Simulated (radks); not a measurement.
Coulomb parameter of the 5d shell of the rhenium ion Re3+ in the model configuration [Xe] 4f14 5d2.5 6s1.5, as a second difference U = [E(n + 0.5) + E(n - 0.5) - 2 E(n)] / (0.5)^2 with all orbitals relaxed. "Bare": the charge of the atom changes with n. "Screened": the 6s shell takes up the change at fixed total charge, which measures U(5d,5d) + U(6s,6s) - 2 U(5d,6s). Calculated with a radial shooting solver on a logarithmic mesh with Libxc functionals: Dirac Kohn-Sham, LDA (Slater exchange, Perdew-Wang correlation), spin-unpolarised, spherical densities, point nucleus; open shells are shared between the two j in proportion to 2j + 1.

case                   configuration  E - E(n) (eV)
start          [Xe] 4f14 5d2.5 6s1.5          0.000
bare +0.5        [Xe] 4f14 5d3 6s1.5        -17.011
bare -0.5        [Xe] 4f14 5d2 6s1.5         20.180
screened +0.5      [Xe] 4f14 5d3 6s1         -2.454
screened -0.5      [Xe] 4f14 5d2 6s2          2.742

U(bare) = 12.673 eV, U(screened by 6s) = 1.153 eV.
